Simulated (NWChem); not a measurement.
All runs are NWChem calculations. System: bromine (Br₂), charge 0, spin multiplicity 1, at a geometry optimised with PBE0/def2-SVP. Level: TD-B3LYP/def2-SVPD, VWN1-RPA local correlation.

Input file:

```
start mol
memory heap 200 mb stack 900 mb global 1100 mb
geometry units angstroms nocenter noautoz
  Br     0.000000     0.000000     1.149171
  Br     0.000000     0.000000    -1.149171
  symmetry group D2h
end
basis spherical
  * library def2-svpd
end
dft
  xc b3lyp
  semidirect memsize 60000000 filesize 0
  iterations 100
end
tddft
  rpa
  nroots 8
  notriplet
  thresh 1e-4
end
task tddft energy
```

Output (cleaned and shortened):

```
             Northwest Computational Chemistry Package (NWChem) 7.3.0
             --------------------------------------------------------

                                NWChem Input Module
                                -------------------

 Scaling coordinates for geometry "geometry" by  1.889725989
 (inverse scale =  0.529177249)

 Turning off AUTOSYM since
 SYMMETRY directive was detected!

                             Geometry "geometry" -> ""
                             -------------------------

 Output coordinates in angstroms (scale by  1.889725989 to convert to a.u.)

  No.       Tag          Charge          X              Y              Z
 ---- ---------------- ---------- -------------- -------------- --------------
    1 Br                  35.0000     0.00000000     0.00000000     1.14917100
    2 Br                  35.0000     0.00000000     0.00000000    -1.14917100

 Effective nuclear repulsion energy (a.u.)     282.0477239787

            Nuclear Dipole moment (a.u.)
            ----------------------------
        X                 Y               Z
 ---------------- ---------------- ----------------
     0.0000000000     0.0000000000     0.0000000000

      Symmetry information
      --------------------

 Group name             D2h
 Group number             26
 Group order               8
 No. of unique centers     1

      Symmetry unique atoms

     1


 Summary of "ao basis" -> "" (spherical)
 ------------------------------------------------------------------------------
       Tag                 Description            Shells   Functions and Types
 ---------------- ------------------------------  ------  ---------------------
 *                         def2-svpd                  on all atoms

                                 NWChem DFT Module
                                 -----------------

 Summary of "ao basis" -> "ao basis" (spherical)
 ------------------------------------------------------------------------------
       Tag                 Description            Shells   Functions and Types
 ---------------- ------------------------------  ------  ---------------------
[...]
  ----------------------------------------------------------------------------
     Transition Moments    X -0.00000   Y -0.00000   Z  0.00000
     Transition Moments   XX -0.00000  XY  0.00000  XZ -2.56866
     Transition Moments   YY -0.00000  YZ -1.17120  ZZ -0.00000
     Dipole Oscillator Strength                    0.0000000000
     Electric Quadrupole                           0.0000008406
     Magnetic Dipole                               0.0000029029
     Total Oscillator Strength                     0.0000037435

          sigma_e =   2.8983 Angstrom
          sigma_h =   1.7312 Angstrom
         |d_h->e| =   0.0000 Angstrom
            d_exc =   3.3141 Angstrom
            d_CD1 =   1.1671 Angstrom
            d_CD2 =  -2.3148 Angstrom
            d_CD3 =   3.3141 Angstrom
     Pearson C.C. =   0.0413

     Occ.   34  b2g ---  Virt.   37  ag   0.90535 X
     Occ.   34  b2g ---  Virt.   41  ag  -0.07709 X
     Occ.   35  b3g ---  Virt.   37  ag   0.41280 X
  ----------------------------------------------------------------------------
  Root   7 singlet b2u            0.295819205 a.u.                8.0497 eV
  ----------------------------------------------------------------------------
     Transition Moments    X  0.00000   Y -0.56850   Z  0.00000
     Transition Moments   XX  0.00000  XY  0.00000  XZ -0.00000
     Transition Moments   YY  0.00000  YZ -0.00000  ZZ  0.00000
     Dipole Oscillator Strength                    0.0637372327
     Electric Quadrupole                           0.0000000000
     Magnetic Dipole                               0.0000000000
     Total Oscillator Strength                     0.0637372327

          sigma_e =   4.1389 Angstrom
          sigma_h =   1.7305 Angstrom
         |d_h->e| =   0.0000 Angstrom
            d_exc =   4.3640 Angstrom
            d_CD1 =   2.4084 Angstrom
            d_CD2 =  -2.9347 Angstrom
            d_CD3 =   4.3640 Angstrom
     Pearson C.C. =   0.0755

     Occ.   32  b2u ---  Virt.   37  ag   0.05342 X
     Occ.   32  b2u ---  Virt.   41  ag   0.05471 X
     Occ.   35  b3g ---  Virt.   38  b1u -0.99560 X
  ----------------------------------------------------------------------------
  Root   8 singlet b1u            0.296340292 a.u.                8.0638 eV
  ----------------------------------------------------------------------------
     Transition Moments    X -0.00000   Y -0.00000   Z -1.63784
     Transition Moments   XX -0.00000  XY -0.00000  XZ  0.00000
     Transition Moments   YY -0.00000  YZ -0.00000  ZZ -0.00000
     Dipole Oscillator Strength                    0.5299585396
     Electric Quadrupole                           0.0000000000
     Magnetic Dipole                               0.0000000000
     Total Oscillator Strength                     0.5299585396

          sigma_e =   2.3912 Angstrom
          sigma_h =   1.7285 Angstrom
         |d_h->e| =   0.0000 Angstrom
            d_exc =   2.8685 Angstrom
            d_CD1 =   0.6627 Angstrom
            d_CD2 =  -2.0598 Angstrom
            d_CD3 =   2.8685 Angstrom
     Pearson C.C. =   0.0577

     Occ.   31  ag  ---  Virt.   36  b1u  0.84756 X
     Occ.   31  ag  ---  Virt.   36  b1u -0.08864 Y
     Occ.   31  ag  ---  Virt.   38  b1u -0.05756 X
     Occ.   32  b2u ---  Virt.   42  b3g  0.05959 X
     Occ.   33  b3u ---  Virt.   43  b2g  0.05959 X
     Occ.   34  b2g ---  Virt.   40  b3u  0.27098 X
     Occ.   34  b2g ---  Virt.   47  b3u  0.25710 X
     Occ.   35  b3g ---  Virt.   39  b2u  0.27098 X
     Occ.   35  b3g ---  Virt.   46  b2u -0.25710 X

              Target root =      1
          Target symmetry = none
      Ground state energy =  -5147.735369137393
        Excitation energy =      0.096954751657
     Excited state energy =  -5147.638414385736

  stored tddft:energy   -5147.6384143857358

 Task  times  cpu:       24.2s     wall:       24.2s

 Total times  cpu:       24.2s     wall:       24.2s
```
